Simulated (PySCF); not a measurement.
Two-component Hartree-Fock for Eu⁴³⁺ (europium, charge +43)

Start: [Ar] 3d2; 3d3/2 filled at m_j = +1/2, +3/2. Calculated with PySCF 2.14 in an even-tempered Gaussian basis (16 s from 9.8 bohr⁻², ratio 2.8; 12 p from 13 bohr⁻², ratio 2.8; 8 d from 13 bohr⁻², ratio 2.8; 3 f from 40 bohr⁻², ratio 3): generalised Hartree-Fock with the X2C-1e Hamiltonian and a Gaussian nucleus; one run each with spin-orbit coupling (SO) switched off, then screened by Boettger's factors.

```
spinor shell  electrons  ε, spin-free (eV)  ε, screened SO (eV)  weight of nominal j (screened SO)  rms radius, screened SO (bohr)
       1s1/2          2           -51292.4             -51282.0                              1.000                          0.0254
       2s1/2          2           -10581.1             -10576.9                              1.000                           0.102
       2p1/2          2            -9702.5             -10169.6                              1.000                          0.0872
       3s1/2          2            -3945.4              -3944.1                              1.000                           0.252
       3p1/2          2            -3663.0              -3783.0                              0.999                           0.241
       3p3/2          4            -3663.0              -3609.7                              1.000                           0.252
       3d3/2          2            -3384.6              -3402.2                              0.996                           0.217
```

Problem. Where does 2p3/2 lie, and what is the 2p spin-orbit splitting (screened SO)?

Solution. At -9498.3 eV, 671.32 eV above 2p1/2.

| quantity | spin-free | screened SO |
| --- | --- | --- |
| E (hartree) | -9280.26363 | -9288.17068 |
| M_J | 2 | 2 |
| ⟨J²⟩ | 8.000 | 6.028 |
| ⟨L²⟩ | 12.000 | 10.273 |
| ⟨S²⟩ | 2.000 | 1.542 |

Each row is a mean over spinors that exchange with the open shell spreads, by up to 27.063 eV (3p1/2).

Breit and QED terms are absent; they matter most for the inner s and p1/2 levels.

Densities and radii are taken from the X2C orbitals without a picture-change correction, which distorts them close to the nucleus.

Without spin-orbit coupling the j labels of p, d and f shells carry no meaning; the spin-free column gives the mean over the occupied spinors of each nl shell, and its ⟨J²⟩ belongs to a mixture of degenerate components.
